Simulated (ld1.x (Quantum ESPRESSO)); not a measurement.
## Ru: excitation energies, all-electron against TM

* Element: Ru
* Generator: ld1.x (Quantum ESPRESSO) 7.5
* Type: norm-conserving Troullier–Martins (Kleinman–Bylander form)
* Functional: PBE
* Relativity: scalar-relativistic
* Frozen core: [Kr]
* Valence charge: 8
* Reference configuration: 4d6 5s2 5p0
* Partial waves: 5s (bound): rc 2.35 bohr; 5p (bound, empty): rc 3.75 bohr; 4d (bound): rc 2.20 bohr
* Local potential: all-electron potential smoothed inside 1.75 bohr (lloc = -1)
* Core correction: Bessel-smoothed model core, default radius (core density twice the valence density)

Energies are relative to the spin-unpolarised reference configuration 4d6 5s2 5p0; without spin polarisation the order of configurations can differ from experiment.

| valence configuration | charge | ΔE all-electron (eV) | error AE − PS (meV) |
| --- | --- | --- | --- |
| 4d7 5s0 5p0 | +1 | 5.592 | -141 |
| 4d6 5s0 5p0 | +2 | 23.778 | -42 |
| 4d5 5s0 5p0 | +3 | 54.400 | -106 |
| 4d7.5 5s0.5 5p0 | 0 | -2.018 | -150 |
| 4d7 5s0.5 5p0 | +0.5 | 1.162 | -104 |

(1) What are ΔE and the potential's error for 4d8 5s0 5p0?

(2) What are ΔE and the potential's error for 4d7 5s1 5p0?

Levels in the configuration 4d8 5s0 5p0:

```csv
level,all-electron (eV),pseudo (eV)
4d,-3.151,-3.105
```

Note: ghost state, extra bound levels that the all-electron valence spectrum of the same l lacks: s at -59.4 eV. A true bound ghost makes a file unfit for plane-wave use.

Results:

(1) ΔE = -2.033 eV all-electron; the error (AE − PS) is -231 meV.

(2) ΔE = -1.701 eV all-electron; the error (AE − PS) is -76 meV.
